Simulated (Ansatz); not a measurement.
Compare A (`C[SiH2][SiH](C)Cl`) with its isomer B (`[SiH3]CC[SiH2]Cl`).

Calculated with Ansatz (gas phase, PBE0-D4/def2-TZVP geometries, no zero-point term in ΔE). CCSD(T)/CBS is the MP2 limit (def2-TZVPP, def2-QZVPP) plus CCSD(T) − MP2 in def2-TZVPP, frozen cores. DFT in def2-TZVPP. B3LYP here is the variant with VWN-RPA as its local correlation; programs differ in this. Each species was taken in one conformer, which may not be the lowest.

Problem. Which isomer does CCSD(T)/CBS put lower? Give the gap. (Best estimate.)

Solution. The calculation gave: A, by 61.6 kJ/mol.

Problem. Give E(B) − E(A) in kJ/mol with B3LYP, B3LYP-D4, PBE0-D4, HF/def2-TZVPP, CCSD(T)/def2-TZVPP, PBE-D4, r2SCAN-D4. (Estimate.)

Solution. Ansatz gave: B3LYP 68.0, B3LYP-D4 64.2, PBE0-D4 71.0, HF/def2-TZVPP 56.7, CCSD(T)/def2-TZVPP 59.4, PBE-D4 74.0, r2SCAN-D4 71.0. None reverses the order clearly.

Largest T1 diagnostic: 0.010.

From PBE to PBE0 (25 % exact exchange), in def2-TZVPP and without D4, E(B) − E(A) moves by −3.4 kJ/mol. The D4 term adds −3.8 kJ/mol with B3LYP and −1.9 kJ/mol with PBE0; it sums over pairs of atoms, weighted by their polarisabilities, and B3LYP, whose exchange is more repulsive, gets the larger term.
